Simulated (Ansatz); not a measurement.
Input file for Ansatz (a quantum-chemistry and plane-wave program): R-CCSD(T)/def2-TZVPP on ClGeH3Si (SMILES [SiH3][Ge][Cl]), a point of a torsion scan. The run froze 24 orbitals, filled d shells among them.

Ansatz 0.2 input:
```yaml
crystal:
  periodic: [false, false, false]
  atoms:
    - {symbol: Si, position_ang: [-0.67816645, -0.02682509, 0.02621139]}
    - {symbol: Ge, position_ang: [1.49222167, -1.17560230, -0.10896789]}
    - {symbol: Cl, position_ang: [1.34548587, -2.29211381, 1.74097466]}
    - {symbol: H, position_ang: [-1.07913990, 0.45815507, 1.35401288]}
    - {symbol: H, position_ang: [-1.78996238, -0.87745258, -0.43211690]}
    - {symbol: H, position_ang: [-0.72471713, 1.15578606, -0.85027151]}
basis:
  gaussian:
    orbitals: def2-TZVPP
magnetization: {spin_polarized: false}
correlation: {method: ccsd_t, electrons: outside_noble_gas}
scf: {lower_state_search: off}
```

The log:

```
WARN ansatz: RAYON_NUM_THREADS=1 ignored (pool sized by the plan → 1); use --threads N
Functional definition: HF
these checks for a lower state are left out or cut short: stability, starts, cluster_reference, orbital_swaps, neighbouring_geometries, increment
integrals: 0.53 GiB planned
1043 factors; integrals over basis functions are off by at most 6.8e-4 eV
mean field: 0.59 GiB planned
mean field evaluation 1: about -76886.3877 eV, gradient 1.7e1 eV
mean field evaluation 2: about -76886.5179 eV, gradient 1.7e1 eV
mean field evaluation 4: about -76888.0481 eV, gradient 3.1e0 eV
mean field evaluation 8: about -76888.1063 eV, gradient 3.2e-1 eV
mean field evaluation 16: about -76888.1071 eV, gradient 2.2e-6 eV
mean field -76888.10710597 eV, -2825.5858195135 hartree, gradient 2.2e-6 eV, S^2 0.000000; 0 other end points of the search recorded, 0 dependent functions left out
24 core orbitals not correlated
reference -76888.10710597 eV, -2825.5858195135 hartree; 9, 9 occupied and 141, 141 virtual orbitals, 1043 factors
second order -11.06407200 eV of doubles, -0.00000000 eV of singles
coupled cluster: 1.11 GiB planned
cycle   1  -12.01695037 eV  change   -9.5e-1 eV  update   8.9e-2
cycle   2  -12.40200462 eV  change   -3.9e-1 eV  update   3.1e-2
cycle   3  -12.46725827 eV  change   -6.5e-2 eV  update   1.6e-2
cycle   4  -12.45919348 eV  change    8.1e-3 eV  update   5.2e-3
cycle   5  -12.45720020 eV  change    2.0e-3 eV  update   1.9e-3
cycle   6  -12.45733923 eV  change   -1.4e-4 eV  update   6.9e-4
cycle   7  -12.45732902 eV  change    1.0e-5 eV  update   2.4e-4
cycle   8  -12.45740571 eV  change   -7.7e-5 eV  update   9.0e-5
cycle   9  -12.45741275 eV  change   -7.0e-6 eV  update   3.6e-5
cycle  10  -12.45739204 eV  change    2.1e-5 eV  update   1.7e-5
perturbative correction -0.51604136 eV, -0.0189641703 hartree
Total energy: -76901.08053937 eV, -2826.0625843973 hartree
Checks for a lower state left out: stability, starts, cluster_reference, orbital_swaps, neighbouring_geometries, increment
```

The calculation finished and met its thresholds.

Cost: around 40 core-seconds (rough).
